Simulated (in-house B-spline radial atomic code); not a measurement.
Values are calculated unless marked as measured or tabulated.
## Stopping of slow ions oscillates with Z: Al to Mn at r_s = 2.07

A nucleus sits in a uniform electron gas with a rigid positive background. The Kohn-Sham equations are solved self-consistently in the spin-unpolarised LDA (PW92), non-relativistic, on B-splines with outgoing waves at the boundary and partial waves to l = 8. The model has no lattice, no bands and no magnetic solution. Atomic units; δ_l are the phase shifts at the Fermi level, counted so that each bound state adds π, and good to about 0.0005.

The density parameter is r_s = 2.07 bohr, near that of the valence electrons of Al (3 per atom, density 2.7 g/cm³, mass 26.98 u, which gives r_s = 2.07). The friction coefficient Q = n k_F σ_tr gives dE/dx = Q v for slow ions.

```json
{"ion": "Al", "δ0/π": "2.108", "δ1/π": "1.259", "δ2/π": "0.102", "δ3/π": "0.012", "σ_tr (bohr²)": "13.07", "Q (a.u.)": "0.3261"}
{"ion": "Si", "δ0/π": "2.213", "δ1/π": "1.368", "δ2/π": "0.114", "δ3/π": "0.012", "σ_tr (bohr²)": "22.60", "Q (a.u.)": "0.5638"}
{"ion": "P", "δ0/π": "2.309", "δ1/π": "1.477", "δ2/π": "0.128", "δ3/π": "0.013", "σ_tr (bohr²)": "32.43", "Q (a.u.)": "0.8092"}
{"ion": "S", "δ0/π": "2.395", "δ1/π": "1.581", "δ2/π": "0.147", "δ3/π": "0.014", "σ_tr (bohr²)": "39.70", "Q (a.u.)": "0.9906"}
{"ion": "Cl", "δ0/π": "2.476", "δ1/π": "1.674", "δ2/π": "0.175", "δ3/π": "0.015", "σ_tr (bohr²)": "44.48", "Q (a.u.)": "1.1099"}
{"ion": "Ar", "δ0/π": "2.550", "δ1/π": "1.754", "δ2/π": "0.213", "δ3/π": "0.014", "σ_tr (bohr²)": "49.06", "Q (a.u.)": "1.2242"}
{"ion": "K", "δ0/π": "2.617", "δ1/π": "1.820", "δ2/π": "0.263", "δ3/π": "0.012", "σ_tr (bohr²)": "55.67", "Q (a.u.)": "1.3891"}
{"ion": "Ca", "δ0/π": "2.673", "δ1/π": "1.871", "δ2/π": "0.326", "δ3/π": "0.009", "σ_tr (bohr²)": "64.49", "Q (a.u.)": "1.6093"}
{"ion": "Sc", "δ0/π": "2.719", "δ1/π": "1.909", "δ2/π": "0.398", "δ3/π": "0.007", "σ_tr (bohr²)": "72.82", "Q (a.u.)": "1.8171"}
{"ion": "Ti", "δ0/π": "2.756", "δ1/π": "1.937", "δ2/π": "0.477", "δ3/π": "0.005", "σ_tr (bohr²)": "76.55", "Q (a.u.)": "1.9102"}
{"ion": "V", "δ0/π": "2.789", "δ1/π": "1.960", "δ2/π": "0.559", "δ3/π": "0.004", "σ_tr (bohr²)": "72.86", "Q (a.u.)": "1.8181"}
{"ion": "Cr", "δ0/π": "2.819", "δ1/π": "1.979", "δ2/π": "0.642", "δ3/π": "0.003", "σ_tr (bohr²)": "61.74", "Q (a.u.)": "1.5408"}
{"ion": "Mn", "δ0/π": "2.848", "δ1/π": "1.999", "δ2/π": "0.724", "δ3/π": "0.004", "σ_tr (bohr²)": "45.96", "Q (a.u.)": "1.1469"}
```

Where are the largest and smallest frictions, and what do the phase shifts say there?

Largest: Ti, Q = 1.9102; smallest: Al, Q = 0.3261, a ratio of 5.9. For the largest δ2/π = 0.48: the d resonance is about half filled and sits at the Fermi level, where it scatters most. For the smallest, which lies at the edge of the table, the differences δ_l − δ_(l+1), measured from the nearest multiple of π, are 0.15π, 0.16π, 0.09π; σ_tr grows with the sines of these.

At equal speed, Lindhard and Scharff's formula, with silicon as an example target, scales as Z^(7/6)/(Z^(2/3) + 14^(2/3))^(3/2). How does its rise from the first ion to the last compare?

It rises smoothly by 0.7857/0.5222 = 1.50, while Q changes by 1.147/0.326 = 3.52. The statistical formula averages over shells, so it can't show the oscillation.
